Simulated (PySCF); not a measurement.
Species: BH9Si3.
Bonds: B1–Si2, Si2–Si3, Si3–Si4. Hydrogens: H5, H6 on B1; H7, H8 on Si2; H9, H10 on Si3; H11, H12, H13 on Si4.

Method used: PBE0-D3(BJ)/def2-SVP geometry optimisation, gas phase in PySCF.

(1) Give the optimised bond lengths and angles.

Results:

(1) 
```json
{"bond": "B1–Si2", "length (pm)": "199.5", "order": "single"}
{"bond": "Si2–Si3", "length (pm)": "236.4", "order": "single"}
{"bond": "Si3–Si4", "length (pm)": "234.5", "order": "single"}
{"bond": "B1–H5, B1–H6", "length (pm)": "120.8", "order": "single"}
{"bond": "Si2–H7, Si2–H8", "length (pm)": "149.7", "order": "single"}
{"bond": "Si3–H9, Si3–H10", "length (pm)": "149.8", "order": "single"}
{"bond": "Si4–H11, Si4–H12, Si4–H13", "length (pm)": "149.6", "order": "single"}
```

Bonds in one row agree within 1 pm and their mean is given. Orders are formal, as drawn. A selection of angles:
```json
{"angle": "Si2–B1–H5", "degrees": "120.6"}
{"angle": "H5–B1–H6", "degrees": "118.2"}
{"angle": "B1–Si2–Si3", "degrees": "102.1"}
{"angle": "B1–Si2–H7", "degrees": "115.4"}
{"angle": "Si3–Si2–H7", "degrees": "108.3"}
{"angle": "Si3–Si2–H8", "degrees": "106.1"}
{"angle": "H7–Si2–H8", "degrees": "109.3"}
{"angle": "Si2–Si3–Si4", "degrees": "109.4"}
{"angle": "Si2–Si3–H9", "degrees": "109.6"}
{"angle": "Si4–Si3–H9", "degrees": "110.1"}
{"angle": "H9–Si3–H10", "degrees": "108.6"}
{"angle": "Si3–Si4–H11", "degrees": "111.7"}
{"angle": "Si3–Si4–H12", "degrees": "109.7"}
{"angle": "H11–Si4–H12", "degrees": "108.9"}
```

Dihedral angles: B1–Si2–Si3–Si4 -62° (synclinal). The mirror-image conformer, all signs reversed, is as good.

B1 (three-coordinate boron) is planar (angles 121.0°, 120.6° and 118.2°, sum 359.7°, 0.04 Å off the plane of its three neighbours). Si4 (SiH3 silicon) is tetrahedral (angles from 108.6° to 111.7°). Si2 (SiH2 silicon) is distorted tetrahedral (angles from 102.1° to 115.4°). Si3 (SiH2 silicon) is tetrahedral (angles from 108.6° to 110.1°).

Point group: C1 (no symmetry element, even within 0.4 Å). Whether it is a minimum is left open (no frequencies). One conformer, not necessarily the lowest (H–B1–Si2–Si3 84° and -90°, B1–Si2–Si3–Si4 -62°).
